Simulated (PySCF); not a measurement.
pyridine-4-carbonitrile (C₆H₄N₂), SMILES N#Cc1ccncc1.

Geometry optimised at TPSSh-D3(BJ)/def2-SVP.

The numbers are results of TDDFT-PBE/def2-SVPD (PySCF), not measurements.

Vertical excitations. Gas-phase values at a fixed geometry. State labels are in the subgroup C2v.

Computed excitation energies, oscillator strengths and character:
```
state  symmetry  energy (eV)  λ (nm)      f                            main pairs
-----  --------  -----------  ------  -----  ------------------------------------
S1           B1         3.59     345  0.001                       HOMO→LUMO 100 %
S2           A2         4.32     287  0.000                     HOMO→LUMO+1 100 %
S3           B2         4.81     258  0.032  HOMO−1→LUMO 78 %, HOMO−2→LUMO+1 22 %
S4           A2         5.49     226  0.000                     HOMO−3→LUMO 100 %
S5           A1         5.50     225  0.194                      HOMO−2→LUMO 87 %
S6           B2         5.81     214  0.001                      HOMO→LUMO+2 99 %
S7           B1         5.94     209  0.003                      HOMO−4→LUMO 99 %
S8           B2         6.16     201  0.123  HOMO−2→LUMO+1 69 %, HOMO−1→LUMO 17 %
S9           A1         6.36     195  0.006                      HOMO→LUMO+3 92 %
S10          B1         6.39     194  0.001                   HOMO−3→LUMO+1 100 %
T1           B1         3.10     399      0                       HOMO→LUMO 100 %
T2           A1         3.88     320      0                      HOMO−2→LUMO 88 %
T3           B2         3.95     314      0                      HOMO−1→LUMO 98 %
T4           A2         4.19     296      0                     HOMO→LUMO+1 100 %
```
Triplets are in the Tamm–Dancoff approximation, which puts them higher than full response would, so one can lie above its singlet here.
